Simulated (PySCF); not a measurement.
methoxysilylmethanol (C2H8O2Si), SMILES [SiH2](CO)OC.

The structure is a stationary point at PBE0-D3(BJ)/def2-SVP. Other conformers were not sampled.

Level of theory: PBE0-D3(BJ)/def2-SVP run with PySCF.

Frequencies are harmonic and unscaled.

| mode | ν (cm⁻¹) | IR (km/mol) | moving atoms (share of kinetic energy) |
|---|---|---|---|
| 1 | 59 | 1.5 | O 33 %, C 26 %, H 24 %, Si 18 % |
| 2 | 96 | 5.3 | H 44 %, O 28 %, C 19 %, Si 10 % |
| 3 | 106 | 2.1 | H 45 %, O 19 %, C 18 %, Si 17 % |
| 4 | 117 | 5.3 | H 54 %, O 29 %, Si 10 % |
| 5 | 230 | 9.5 | O 38 %, H 25 %, C 23 %, Si 15 % |
| 6 | 300 | 4.0 | O 55 %, C 30 %, H 9 % |
| 7 | 323 | 153.2 | H 94 % |
| 8 | 500 | 12.8 | H 93 % |
| 9 | 720 | 36.4 | H 76 %, Si 10 % |
| 10 | 729 | 20.4 | C 40 %, H 29 %, Si 26 % |
| 11 | 777 | 32.5 | O 35 %, Si 29 %, H 19 %, C 16 % |
| 12 | 849 | 41.6 | H 69 %, C 24 % |
| 13 | 902 | 296.2 | H 78 %, Si 19 % |
| 14 | 975 | 102.1 | H 93 % |
| 15 | 1095 | 93.4 | O 45 %, C 38 %, H 16 % |
| 16 | 1146 | 42.0 | H 91 % |
| 17 | 1177 | 122.7 | H 45 %, C 29 %, O 26 % |
| 18 | 1180 | 3.6 | H 76 %, C 19 % |
| 19 | 1226 | 191.4 | O 37 %, H 34 %, C 27 % |
| 20 | 1291 | 1.2 | H 72 %, C 26 % |
| 21 | 1376 | 28.8 | H 82 %, C 9 %, O 8 % |
| 22 | 1451 | 4.5 | H 94 % |
| 23 | 1475 | 4.7 | H 97 % |
| 24 | 1477 | 7.7 | H 96 % |
| 25 | 1478 | 8.3 | H 88 %, C 10 % |
| 26 | 2185 | 149.7 | H 97 % |
| 27 | 2219 | 118.4 | H 97 % |
| 28 | 3007 | 72.2 | H 97 % |
| 29 | 3021 | 31.2 | H 94 % |
| 30 | 3083 | 39.8 | H 90 %, C 10 % |
| 31 | 3120 | 8.3 | H 91 %, C 9 % |
| 32 | 3136 | 27.2 | H 91 %, C 9 % |
| 33 | 3879 | 38.1 | H 94 % |
